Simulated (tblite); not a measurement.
Parent: `[O:1]=[CH:2][CH2:3][SiH2:4][OH:5]` with O1–C2–C3–Si4 68°, C2–C3–Si4–O5 -48°, C3–Si4–O5–H 17°, C2H6O2Si.

Computed geometry: GFN2-xTB, gas phase. One conformer each, not checked by frequencies here.

| coordinate of the parent | value |
| --- | --- |
| O1=C2 | 1.212 Å |
| C2–C3 | 1.465 Å |
| C3–Si4 | 1.939 Å |
| Si4–O5 | 1.611 Å |
| O1–C2–C3 | 124.3° |
| C2–C3–Si4 | 105.1° |
| C3–Si4–O5 | 106.7° |

**Question.** How does the shared frame change in `[O:1]=[C:2]([CH2:3][SiH2:4][OH:5])[C:6]([F:7])([F:8])[F:9]` with O1–C2–C3–Si4 81°, C2–C3–Si4–O5 78°, C3–Si4–O5–H -57°, C3H5F3O2Si? Atoms pair as O1 = O1, C2 = C2, C3 = C3, Si4 = Si4, O5 = O5 (parent first).

**Answer.** 
```
   parent   relative  value in the relative  change
    O1=C2      O1=C2                1.204 Å  -0.008
    C2–C3      C2–C3                1.456 Å  -0.009
   C3–Si4     C3–Si4                1.953 Å  +0.014
   Si4–O5     Si4–O5                1.608 Å  -0.003
 O1–C2–C3   O1–C2–C3                 127.6°    +3.3
C2–C3–Si4  C2–C3–Si4                 109.4°    +4.3
C3–Si4–O5  C3–Si4–O5                 111.7°    +5.0
```

Of the parent's bonds, C3–Si4 changes most (+0.014 Å). Bonds of the relative outside the shared frame: C2–C6 1.561, C6–F7 1.328, C6–F8 1.342, C6–F9 1.355 Å. Point group C1 → C1.

**Question.** How does the shared frame change in `[O:1]=[C:2]([CH2:3][SiH2:4][OH:5])[CH:6]([F:7])[F:8]` with O1–C2–C3–Si4 -71°, C2–C3–Si4–O5 48°, C3–Si4–O5–H -18°, O1–C2–C6–F7 112°, C3H6F2O2Si? Atoms pair as O1 = O1, C2 = C2, C3 = C3, Si4 = Si4, O5 = O5 (parent first).

**Answer.** 
```
   parent   relative  value in the relative  change
    O1=C2      O1=C2                1.215 Å  +0.003
    C2–C3      C2–C3                1.453 Å  -0.012
   C3–Si4     C3–Si4                1.954 Å  +0.015
   Si4–O5     Si4–O5                1.611 Å   0.000
 O1–C2–C3   O1–C2–C3                 125.4°    +1.1
C2–C3–Si4  C2–C3–Si4                 104.3°    -0.8
C3–Si4–O5  C3–Si4–O5                 106.5°    -0.2
```

Of the parent's bonds, C3–Si4 changes most (+0.015 Å). Bonds of the relative outside the shared frame: C2–C6 1.545, C6–F7 1.358, C6–F8 1.354 Å. Point group C1 → C1.

**Question.** How does the shared frame change in `[CH3:1][CH2:2][CH2:3][C:4](=[O:5])[CH2:6][SiH2:7][OH:8]` with C1–C2–C3–C4 178°, C2–C3–C4–O5 -8°, C3–C4–C6–Si7 -108°, C4–C6–Si7–O8 -45°, C6–Si7–O8–H 14°, C5H12O2Si? Atoms pair as O1 = O5, C2 = C4, C3 = C6, Si4 = Si7, O5 = O8 (parent first).

**Answer.** 
| parent | relative | value in the relative | change |
| --- | --- | --- | --- |
| O1=C2 | O5=C4 | 1.218 Å | +0.006 |
| C2–C3 | C4–C6 | 1.480 Å | +0.015 |
| C3–Si4 | C6–Si7 | 1.931 Å | -0.008 |
| Si4–O5 | Si7–O8 | 1.612 Å | +0.001 |
| O1–C2–C3 | O5–C4–C6 | 121.6° | -2.7 |
| C2–C3–Si4 | C4–C6–Si7 | 105.2° | +0.1 |
| C3–Si4–O5 | C6–Si7–O8 | 107.2° | +0.5 |

Of the parent's bonds, C2–C3 changes most (+0.015 Å). Bonds of the relative outside the shared frame: C1–C2 1.523, C2–C3 1.526, C3–C4 1.511 Å. Point group C1 → C1.

**Question.** How does the shared frame change in `[CH3:1][C:2]#[C:3][C:4](=[O:5])[CH2:6][SiH2:7][OH:8]` with C3–C4–C6–Si7 112°, C4–C6–Si7–O8 45°, C6–Si7–O8–H -16°, C5H8O2Si? Atoms pair as O1 = O5, C2 = C4, C3 = C6, Si4 = Si7, O5 = O8 (parent first).

**Answer.** 
```tsv
parent	relative	value in the relative	change
O1=C2	O5=C4	1.222 Å	+0.010
C2–C3	C4–C6	1.483 Å	+0.018
C3–Si4	C6–Si7	1.931 Å	-0.008
Si4–O5	Si7–O8	1.613 Å	+0.002
O1–C2–C3	O5–C4–C6	122.7°	-1.6
C2–C3–Si4	C4–C6–Si7	105.8°	+0.7
C3–Si4–O5	C6–Si7–O8	106.7°	0.0
```

Of the parent's bonds, C2–C3 changes most (+0.018 Å). Bonds of the relative outside the shared frame: C1–C2 1.441, C2≡C3 1.204, C3–C4 1.432 Å. Point group C1 → C1.

**Question.** How does the shared frame change in `[CH3:1][CH:2]([CH3:3])[C:4](=[O:5])[CH2:6][SiH2:7][OH:8]` with C1–C2–C4–O5 97°, C2–C4–C6–Si7 -108°, C4–C6–Si7–O8 -45°, C6–Si7–O8–H 14°, C5H12O2Si? Atoms pair as O1 = O5, C2 = C4, C3 = C6, Si4 = Si7, O5 = O8 (parent first).

**Answer.** 
```csv
parent,relative,value in the relative,change
O1=C2,O5=C4,1.218 Å,+0.006
C2–C3,C4–C6,1.478 Å,+0.013
C3–Si4,C6–Si7,1.931 Å,-0.008
Si4–O5,Si7–O8,1.612 Å,+0.001
O1–C2–C3,O5–C4–C6,121.6°,-2.7
C2–C3–Si4,C4–C6–Si7,104.8°,-0.3
C3–Si4–O5,C6–Si7–O8,107.0°,+0.3
```

Of the parent's bonds, C2–C3 changes most (+0.013 Å). Bonds of the relative outside the shared frame: C1–C2 1.533, C2–C3 1.525, C2–C4 1.519 Å. Point group C1 → C1.
